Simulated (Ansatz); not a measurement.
A nudged elastic band was laid between two geometries of FH + H12Si5 (19 atoms, charge 0, multiplicity 1).

The calculation used Ansatz, RKS B3LYP-D4/6-31G*.

| Item | Value |
| --- | --- |
| movable images | 5 |
| climbing image | yes |
| spring | 5.0 eV/Å² |
| optimiser | quadratic models (default) |
| start path | through a guess of the saddle point |
| force threshold | 0.05 eV/Å |
| iteration limit | 60 |
| end points | relaxed |

Initial state:

```xyz
19
Properties=species:S:1:pos:R:3
Si -0.084 0.102 0.018
Si -0.229 0.209 2.356
H -1.630 0.165 2.856
H 0.467 -0.991 2.935
H 0.452 1.404 2.924
Si 2.200 0.145 -0.554
H 2.537 -0.943 -1.507
H 2.534 1.450 -1.193
H 3.050 0.014 0.661
Si -1.178 1.963 -0.899
H -2.625 1.954 -0.546
H -0.580 3.231 -0.394
H -1.059 1.949 -2.384
Si -1.141 -1.884 -0.676
H -1.496 -2.730 0.497
H -2.410 -1.555 -1.387
H -0.277 -2.663 -1.598
F 1.483 -2.543 0.882
H 1.242 -2.198 1.725
```

Final state:

```xyz
19
Properties=species:S:1:pos:R:3
Si -0.067 -0.675 -0.384
Si 0.426 0.549 3.515
H -0.973 0.708 3.045
H 0.646 -0.829 4.015
H 0.675 1.518 4.617
Si 2.170 -0.322 -1.018
H 2.937 -1.598 -1.033
H 2.164 0.243 -2.397
H 2.851 0.642 -0.112
Si -1.228 1.373 -0.329
H -2.584 1.211 0.261
H -0.488 2.418 0.427
H -1.375 1.829 -1.740
Si -1.120 -2.134 -1.902
H -2.536 -2.384 -1.519
H -1.099 -1.499 -3.250
H -0.406 -3.438 -1.982
F -0.100 -1.381 1.100
H 1.362 0.846 2.401
```

(1) What changes between the two ends?

(2) Give the energies along the band, and the barrier.

(3) What is the geometry of the highest image?

Answers

(1) Bonds broken: Si1–Si2, F18–H19. Bonds formed: Si1–F18, Si2–H19. FH + H12Si5 becomes FH9Si4 + H4Si.

(2) The forces met the threshold. The highest image is number 3 of 0 to 6, 1.88 eV above the first end and 2.97 eV above the last; the last end lies 1.08 eV below the first. Neighbouring images differ by up to 2.5 eV, so the band resolves the path poorly. A vibrational analysis at the climbing image gives one clearly imaginary mode, 1132i cm⁻¹, and a faint second one (32i cm⁻¹) that may be numerical noise or a soft torsion: probably a first-order saddle point. The orbitals stay closed-shell, which can raise the energy where a bond breaks towards radicals; this wasn't checked here.

```csv
image,path coordinate (Å),energy (eV),Si1–Si2 (Å),F18–H19 (Å),Si1–F18 (Å)
0,0.00,0.00,2.35,0.94,3.19
1,1.50,0.05,2.35,0.94,3.16
2,3.00,0.32,2.38,0.94,2.89
3,4.50,1.88,2.72,1.19,2.03
4,6.44,-0.60,3.73,1.99,1.65
5,8.37,-1.02,4.15,2.67,1.64
6,10.31,-1.08,4.12,2.96,1.64
```

(3) 
```xyz
19
Properties=species:S:1:pos:R:3
Si 0.162 -0.462 -0.006
Si 0.038 0.229 2.621
H -1.389 0.631 2.710
H 0.406 -0.448 3.901
H 0.894 1.434 2.481
Si 2.321 0.036 -0.765
H 3.099 -1.195 -1.059
H 2.212 0.858 -2.002
H 3.040 0.831 0.267
Si -1.105 1.543 -0.249
H -2.524 1.330 0.145
H -0.576 2.722 0.488
H -1.067 1.842 -1.710
Si -1.136 -1.974 -1.255
H -2.191 -2.535 -0.367
H -1.805 -1.276 -2.389
H -0.312 -3.092 -1.785
F 0.736 -2.141 0.977
H 0.453 -1.253 1.712
```

The run took 4.4 min on 4 threads of Intel(R) Xeon(R) 6975P-C (Granite Rapids), with other jobs on the host, peak memory 0.47 GiB.
